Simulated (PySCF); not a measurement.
Species: C9H11N.
Numbering: `[CH:1]#[C:2][C:3]([CH3:4])([CH3:5])[n:6]1[cH:7][cH:8][cH:9][cH:10]1` (hydrogens: H11 on C1; H12, H13, H14 on C4; H15, H16, H17 on C5; H18 on C7; H19 on C8; H20 on C9; H21 on C10)

The same species was optimised twice, with GFN2-xTB and with PBE0-D3(BJ)/def2-SVP (PySCF), and the same property calculations (PySCF, gas phase) were run on both structures.

```
     coordinate  GFN2-xTB  PBE0-D3(BJ)/def2-SVP  change
      C3–N6 (Å)     1.454                 1.469  +0.015
      C1≡C2 (Å)     1.196                 1.210  +0.014
      C8–C9 (Å)     1.407                 1.420  +0.013
      N6–C7 (Å)     1.360                 1.372  +0.012
      C7–C8 (Å)     1.367                 1.378  +0.011
     C9–C10 (Å)     1.368                 1.379  +0.011
      C2–C3 (Å)     1.459                 1.469  +0.010
     N6–C10 (Å)     1.359                 1.370  +0.011
      C3–C4 (Å)     1.537                 1.536  -0.001
      C3–C5 (Å)     1.537                 1.536  -0.001
   C1–C2–C3 (°)     177.1                 176.1    -1.0
   C3–N6–C7 (°)     124.6                 124.1    -0.5
  C7–N6–C10 (°)     108.5                 109.0    +0.5
   N6–C7–C8 (°)     108.7                 108.4    -0.3
  N6–C10–C9 (°)     108.7                 108.4    -0.3
   C2–C3–N6 (°)     110.2                 109.9    -0.3
   C2–C3–C5 (°)     108.2                 108.5    +0.3
   C2–C3–C4 (°)     108.2                 108.4    +0.2
C2–C3–N6–C7 (°)       180                  -179      +1
```

Rotational constants: A = 2368, B = 1102, C = 897.8 MHz (GFN2-xTB) against A = 2343, B = 1087, C = 884.2 MHz (PBE0-D3(BJ)/def2-SVP). Point groups within 0.08 Å: Cs and Cs.

On the GFN2-xTB structure: HOMO (eV) -6.00 [PBE0/pcSseg-1]; LUMO (eV) 0.76 [PBE0/pcSseg-1]; dipole (D) 2.27 [PBE0/pcSseg-1]; GIAO shielding of C1 (ppm) 104.9 [PBE0/pcSseg-1]; GIAO shielding of C2 (ppm) 95.4 [PBE0/pcSseg-1]; GIAO shielding of C3 (ppm) 134.4 [PBE0/pcSseg-1]; GIAO shielding of C4/C5 (mean) (ppm) 152.1 [PBE0/pcSseg-1]; GIAO shielding of N6 (ppm) 69.0 [PBE0/pcSseg-1]; GIAO shielding of C7/C10 (mean) (ppm) 66.7 [PBE0/pcSseg-1]; GIAO shielding of C8/C9 (mean) (ppm) 72.7 [PBE0/pcSseg-1].

Question: What do these properties become on the PBE0-D3(BJ)/def2-SVP structure?

Answer: 
```tsv
property	level	on GFN2-xTB	on PBE0-D3(BJ)/def2-SVP	change
HOMO (eV)	PBE0/pcSseg-1	-6.00	-5.99	+0.01
LUMO (eV)	PBE0/pcSseg-1	0.76	0.65	-0.11
dipole (D)	PBE0/pcSseg-1	2.27	2.32	+0.05
energy, GFN2-xTB geometry as zero (kcal/mol)	PBE0/pcSseg-1	0.0	-0.6	-0.6
GIAO shielding of C1 (ppm)	PBE0/pcSseg-1	104.9	103.1	-1.8
GIAO shielding of C2 (ppm)	PBE0/pcSseg-1	95.4	94.6	-0.8
GIAO shielding of C3 (ppm)	PBE0/pcSseg-1	134.4	131.2	-3.2
GIAO shielding of C4/C5 (mean) (ppm)	PBE0/pcSseg-1	152.1	150.1	-2.0
GIAO shielding of N6 (ppm)	PBE0/pcSseg-1	69.0	63.2	-5.8
GIAO shielding of C7/C10 (mean) (ppm)	PBE0/pcSseg-1	66.7	63.7	-3.0
GIAO shielding of C8/C9 (mean) (ppm)	PBE0/pcSseg-1	72.7	70.4	-2.3
```

The heavy atoms differ by 0.017 Å rms after alignment. Among bonds between heavy atoms C1≡C2 and C3–N6 change most and about equally (+0.014 to +0.015 Å). Changes are differences of the printed values. Neither structure is proved a minimum here.

The values belong to the conformer `[CH:1]#[C:2][C:3]([CH3:4])([CH3:5])[n:6]1[cH:7][cH:8][cH:9][cH:10]1`: C2–C3–N6–C7 -179°.
